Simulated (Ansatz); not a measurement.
## Nudged elastic band run: GaH₇NPSi

Input:

```yaml
crystal:
  periodic: [false, false, false]
  atoms:
    - { symbol: Si, position_ang: [-1.073468, 1.66682, 0.289938] }
    - { symbol: P, position_ang: [1.136287, 1.002981, 0.315504] }
    - { symbol: "N", position_ang: [0.96181, -0.730224, 0.570553] }
    - { symbol: Ga, position_ang: [0.483667, -2.134262, -0.554198] }
    - { symbol: H, position_ang: [-1.930657, 0.761929, -0.562004] }
    - { symbol: H, position_ang: [-1.593996, 1.614027, 1.702974] }
    - { symbol: H, position_ang: [-1.188809, 3.085271, -0.213446] }
    - { symbol: H, position_ang: [1.247084, 1.016311, -1.124089] }
    - { symbol: H, position_ang: [1.293233, -0.981586, 1.509281] }
    - { symbol: H, position_ang: [0.066239, -1.729187, -2.016986] }
    - { symbol: H, position_ang: [0.59862, -3.572091, 0.082473] }
basis:
  gaussian: { orbitals: def2-SVP }
hamiltonian:
  xc: revpbe
neb:
  order_check: false
  images: 7
  f_tol: 0.05
  max_iterations: 60
  initial_path: idpp
  final_atoms:
    - { symbol: Si, position_ang: [-1.07372265, 1.66650059, 0.28852099] }
    - { symbol: P, position_ang: [1.13653254, 1.0037334, 0.31318489] }
    - { symbol: "N", position_ang: [0.96239405, -0.72938755, 0.57167994] }
    - { symbol: Ga, position_ang: [0.48333284, -2.13344813, -0.55254301] }
    - { symbol: H, position_ang: [-1.93087305, 0.765553, -0.56746443] }
    - { symbol: H, position_ang: [-1.59283538, 1.60685827, 1.70167864] }
    - { symbol: H, position_ang: [-1.18927164, 3.08715626, -0.20834864] }
    - { symbol: H, position_ang: [1.24677569, 1.01407919, -1.12648025] }
    - { symbol: H, position_ang: [1.29434004, -0.98088658, 1.51004061] }
    - { symbol: H, position_ang: [0.59772441, -3.57097182, 0.08504179] }
    - { symbol: H, position_ang: [0.06561316, -1.72919763, -2.01531054] }
```

Launched with:

```bash
$ ansatz run input.yaml --threads 2 --pin off --max-ram 3072MiB --backend cpu --events-out ev --progress --plain --runs-dir out
```

Output, in part (warnings, iteration lines, the closing report on the highest movable image, with atoms numbered from 0):

```
NEB end point (image 0): max|allowed force component| = 1.345e-2 eV/Å (the criterion of neb.relax_end_points is 1.000e-2)
NEB end point (image 8): max|allowed force component| = 5.756e-3 eV/Å (the criterion of neb.relax_end_points is 1.000e-2)
NEB iter   1: max|band force component| = 8.685e-1 eV/Å  barrier→ = 0.6524 eV  barrier← = 0.6524 eV  Δτ_max = 0.1998 Å  (249 SCF iters)
NEB iter   2: max|band force component| = 3.663e-1 eV/Å  barrier→ = 0.5409 eV  barrier← = 0.5410 eV  CI = image 4  Δτ_max = 0.1996 Å  (193 SCF iters)
NEB iter   3: max|band force component| = 3.252e-1 eV/Å  barrier→ = 0.5202 eV  barrier← = 0.5202 eV  CI = image 4  Δτ_max = 0.1099 Å  (202 SCF iters)
NEB iter   4: max|band force component| = 2.084e-1 eV/Å  barrier→ = 0.5071 eV  barrier← = 0.5071 eV  CI = image 4  Δτ_max = 0.1390 Å  (205 SCF iters)
NEB iter   5: max|band force component| = 1.246e-1 eV/Å  barrier→ = 0.4961 eV  barrier← = 0.4961 eV  CI = image 4  Δτ_max = 0.1365 Å  (199 SCF iters)
NEB iter   6: max|band force component| = 2.003e-1 eV/Å  barrier→ = 0.4910 eV  barrier← = 0.4910 eV  CI = image 4  Δτ_max = 0.0678 Å  (199 SCF iters)
NEB iter   7: max|band force component| = 9.535e-2 eV/Å  barrier→ = 0.4850 eV  barrier← = 0.4850 eV  CI = image 4  Δτ_max = 0.0989 Å  (201 SCF iters)
NEB iter   8: max|band force component| = 7.541e-2 eV/Å  barrier→ = 0.4828 eV  barrier← = 0.4828 eV  CI = image 4  Δτ_max = 0.0749 Å  (205 SCF iters)
NEB iter   9: max|band force component| = 7.797e-2 eV/Å  barrier→ = 0.4805 eV  barrier← = 0.4805 eV  CI = image 4  Δτ_max = 0.0375 Å  (205 SCF iters)
NEB iter  10: max|band force component| = 1.140e-1 eV/Å  barrier→ = 0.4795 eV  barrier← = 0.4795 eV  CI = image 4  Δτ_max = 0.0188 Å  (205 SCF iters)
NEB iter  11: max|band force component| = 5.957e-2 eV/Å  barrier→ = 0.4791 eV  barrier← = 0.4791 eV  CI = image 4  Δτ_max = 0.0187 Å  (205 SCF iters)
NEB iter  12: max|band force component| = 4.683e-2 eV/Å  barrier→ = 0.4788 eV  barrier← = 0.4788 eV  CI = image 4  Δτ_max = 0.0000 Å  (396 SCF iters)
Total energy: -71126.92285848 eV, -2613.8662034891 hartree
Atom 0 at    -0.685138     1.784029    -0.074774 Å, force    -0.003836     0.000698    -0.003213 eV/Å
Atom 1 at     1.059842     0.645317     0.893509 Å, force    -0.003722    -0.026402     0.005182 eV/Å
Atom 2 at     0.367952    -0.953729     1.090483 Å, force     0.022903     0.027952    -0.008049 eV/Å
Atom 3 at     0.031992    -2.016463    -0.453953 Å, force    -0.000975    -0.007804     0.001659 eV/Å
Atom 4 at    -1.363698     1.025004    -1.192314 Å, force    -0.000034    -0.000239     0.001260 eV/Å
Atom 5 at    -1.717997     2.089671     0.975125 Å, force    -0.001277     0.000959     0.000319 eV/Å
Atom 6 at    -0.140567     3.073488    -0.635612 Å, force    -0.000153    -0.001010    -0.000642 eV/Å
Atom 7 at     1.816787     0.566371    -0.354272 Å, force    -0.002081     0.005480     0.007564 eV/Å
Atom 8 at     0.819532    -1.415177     1.889393 Å, force    -0.007208     0.000265    -0.004561 eV/Å
Atom 9 at    -1.475525    -2.289200    -0.842805 Å, force    -0.001421     0.001885     0.000289 eV/Å
Atom 10 at     1.286830    -2.509322    -1.294779 Å, force    -0.002196    -0.001784     0.000192 eV/Å
Dipole moment:     0.063964    -0.282616    -0.011195 e Å
```

The forces met the threshold. A vibrational analysis at the climbing image gives one clearly imaginary mode, 280i cm⁻¹: a first-order saddle point.

Final band (atoms are numbered from 1 in the order of the input):

| image | path coordinate (Å) | energy (kJ/mol) | dihedral P2–N3–Ga4–H10 (°) |
| --- | --- | --- | --- |
| 0 | 0.00 | 0.0 | -4 |
| 1 | 1.00 | 3.6 | -15 |
| 2 | 2.01 | 15.2 | -40 |
| 3 | 3.01 | 35.2 | -78 |
| 4 | 4.01 | 46.2 | -111 |
| 5 | 4.69 | 35.3 | -121 |
| 6 | 5.37 | 14.4 | -142 |
| 7 | 6.05 | 2.9 | -168 |
| 8 | 6.73 | 0.0 | 174 |

Time of the run: 3.5 min on 2 threads of Arm Neoverse V1 (shared host), peak memory 0.17 GiB.
